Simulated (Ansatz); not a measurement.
Input file for Ansatz (a quantum-chemistry and plane-wave program): R-B3LYP-D3(BJ)/def2-TZVP on CH4Si (SMILES C[SiH]).

Ansatz 0.2 input:
```yaml
crystal:
  periodic: [false, false, false]
  atoms:
    - {symbol: Si, position_ang: [-0.78206310, -0.59843763, 1.07257586]}
    - {symbol: H, position_ang: [-1.80721776, -1.04334012, 0.01705060]}
    - {symbol: C, position_ang: [0.45200431, 0.31040646, -0.10976620]}
    - {symbol: H, position_ang: [1.30778575, 0.65849526, 0.44250661]}
    - {symbol: H, position_ang: [-0.01553757, 1.09668596, -0.58827755]}
    - {symbol: H, position_ang: [0.82555910, -0.44182644, -0.89072847]}
basis:
  gaussian:
    orbitals: def2-TZVP
hamiltonian:
  xc: b3lyp
  dispersion: d3bj
relax: {f_tol: 0.003, max_steps: 120}
```

It printed:

```
WARN ansatz: RAYON_NUM_THREADS=1 ignored (pool sized by the plan → 1); use --threads N
Functional definition: B3LYP
integrals: 0.02 GiB planned
617 factors; their error is unknown
mean field: 0.22 GiB planned
mean field evaluation 1: about -8972.0332 eV, gradient 5.6e1 eV
mean field evaluation 2: about -8964.6017 eV, gradient 7.0e1 eV
mean field evaluation 4: about -8979.2257 eV, gradient 1.6e0 eV
mean field evaluation 8: about -8979.2336 eV, gradient 6.2e-2 eV
mean field evaluation 16: about -8979.2524 eV, gradient 5.5e-5 eV
mean field -8979.25242053 eV, -329.9814400986 hartree, gradient 5.5e-5 eV, S^2 0.000000; 0 other end points of the search recorded, 0 dependent functions left out
the calculation of the forces begins
reference -8979.25263756 eV, -329.9814480742 hartree; 12, 12 occupied and 80, 80 virtual orbitals, 617 factors
relax step   1: F+E_penalty+E_count = -8979.40990859 eV  Δ(F+E_penalty+E_count) = +0.000e0 eV  max|allowed force component| = 3.184e0 eV/Å  Δτ_max = 0.0000 Å  (26 SCF iters, accepted)
these checks for a lower state are left out or cut short: starts, cluster_reference, orbital_swaps, neighbouring_geometries, increment
integrals: 0.02 GiB planned
617 factors; their error is unknown
mean field: 0.22 GiB planned
mean field -8979.36812190 eV, -329.9856920455 hartree, gradient 1.2e-5 eV, S^2 0.000000; 0 other end points of the search recorded, 0 dependent functions left out
the calculation of the forces begins
reference -8979.36833963 eV, -329.9857000469 hartree; 12, 12 occupied and 80, 80 virtual orbitals, 617 factors
relax step   2: F+E_penalty+E_count = -8979.52668667 eV  Δ(F+E_penalty+E_count) = -1.168e-1 eV  max|allowed force component| = 9.801e-1 eV/Å  Δτ_max = 0.1109 Å  (28 SCF iters, accepted)
these checks for a lower state are left out or cut short: starts, cluster_reference, orbital_swaps, neighbouring_geometries, increment
integrals: 0.02 GiB planned
617 factors; their error is unknown
mean field: 0.22 GiB planned
mean field -8979.38816698 eV, -329.9864286886 hartree, gradient 9.4e-6 eV, S^2 0.000000; 0 other end points of the search recorded, 0 dependent functions left out
the calculation of the forces begins
reference -8979.38838421 eV, -329.9864366718 hartree; 12, 12 occupied and 80, 80 virtual orbitals, 617 factors
relax step   3: F+E_penalty+E_count = -8979.54638820 eV  Δ(F+E_penalty+E_count) = -1.970e-2 eV  max|allowed force component| = 1.346e-1 eV/Å  Δτ_max = 0.0368 Å  (29 SCF iters, accepted)
these checks for a lower state are left out or cut short: starts, cluster_reference, orbital_swaps, neighbouring_geometries, increment
integrals: 0.02 GiB planned
617 factors; their error is unknown
mean field: 0.22 GiB planned
mean field evaluation 32: about -8979.3710 eV, gradient 5.2e-1 eV
mean field -8979.38986712 eV, -329.9864911675 hartree, gradient 8.0e-6 eV, S^2 0.000000; 0 other end points of the search recorded, 0 dependent functions left out
the calculation of the forces begins
reference -8979.39008433 eV, -329.9864991501 hartree; 12, 12 occupied and 80, 80 virtual orbitals, 617 factors
relax step   4: F+E_penalty+E_count = -8979.54828723 eV  Δ(F+E_penalty+E_count) = -1.899e-3 eV  max|allowed force component| = 6.441e-2 eV/Å  Δτ_max = 0.0153 Å  (31 SCF iters, accepted)
these checks for a lower state are left out or cut short: starts, cluster_reference, orbital_swaps, neighbouring_geometries, increment
integrals: 0.02 GiB planned
617 factors; their error is unknown
mean field: 0.22 GiB planned
mean field -8979.39008233 eV, -329.9864990764 hartree, gradient 8.6e-6 eV, S^2 0.000000; 0 other end points of the search recorded, 0 dependent functions left out
the calculation of the forces begins
reference -8979.39029959 eV, -329.9865070607 hartree; 12, 12 occupied and 80, 80 virtual orbitals, 617 factors
relax step   5: F+E_penalty+E_count = -8979.54852555 eV  Δ(F+E_penalty+E_count) = -2.383e-4 eV  max|allowed force component| = 6.609e-3 eV/Å  Δτ_max = 0.0068 Å  (29 SCF iters, accepted)
these checks for a lower state are left out or cut short: starts, cluster_reference, orbital_swaps, neighbouring_geometries, increment
integrals: 0.02 GiB planned
617 factors; their error is unknown
mean field: 0.22 GiB planned
mean field -8979.39010464 eV, -329.9864998964 hartree, gradient 8.5e-6 eV, S^2 0.000000; 0 other end points of the search recorded, 0 dependent functions left out
the calculation of the forces begins
reference -8979.39032197 eV, -329.9865078830 hartree; 12, 12 occupied and 80, 80 virtual orbitals, 617 factors
relax step   6: F+E_penalty+E_count = -8979.54855455 eV  Δ(F+E_penalty+E_count) = -2.900e-5 eV  max|allowed force component| = 4.689e-3 eV/Å  Δτ_max = 0.0070 Å  (29 SCF iters, accepted)
these checks for a lower state are left out or cut short: starts, cluster_reference, orbital_swaps, neighbouring_geometries, increment
integrals: 0.02 GiB planned
617 factors; their error is unknown
mean field: 0.22 GiB planned
mean field -8979.39011363 eV, -329.9865002268 hartree, gradient 8.2e-6 eV, S^2 0.000000; 0 other end points of the search recorded, 0 dependent functions left out
the calculation of the forces begins
reference -8979.39033100 eV, -329.9865082147 hartree; 12, 12 occupied and 80, 80 virtual orbitals, 617 factors
relax step   7: F+E_penalty+E_count = -8979.54855938 eV  Δ(F+E_penalty+E_count) = -4.832e-6 eV  max|allowed force component| = 3.286e-4 eV/Å  Δτ_max = 0.0031 Å  (30 SCF iters, accepted)
integrals: 0.02 GiB planned
617 factors; their error is unknown
mean field: 0.22 GiB planned
mean field evaluation 64: about -8979.2386 eV, gradient 6.2e0 eV
mean field -8979.39011363 eV, -329.9865002268 hartree, gradient 2.2e-5 eV, S^2 0.000000; 1 other end points of the search recorded, 0 dependent functions left out
the calculation of the forces begins
reference -8979.39033100 eV, -329.9865082147 hartree; 12, 12 occupied and 80, 80 virtual orbitals, 617 factors
Total energy: -8979.54877674 eV, -329.9923309886 hartree
Atom 0 at    -0.766862    -0.615708     1.086601 Å, force    -0.000036     0.000329     0.000206 eV/Å
Atom 1 at    -1.750203    -0.981359    -0.024531 Å, force    -0.000008    -0.000309    -0.000185 eV/Å
Atom 2 at     0.450263     0.264058    -0.079518 Å, force     0.000170    -0.000029     0.000316 eV/Å
Atom 3 at     1.323474     0.672487     0.429024 Å, force    -0.000027    -0.000148    -0.000060 eV/Å
Atom 4 at    -0.062750     1.074883    -0.610833 Å, force    -0.000008     0.000135    -0.000010 eV/Å
Atom 5 at     0.786609    -0.432379    -0.857381 Å, force    -0.000091     0.000021    -0.000267 eV/Å
Dipole moment:     0.113917     0.089914    -0.154282 e Å
```

The calculation finished and met its thresholds.

Cost: very roughly 9 core-seconds.
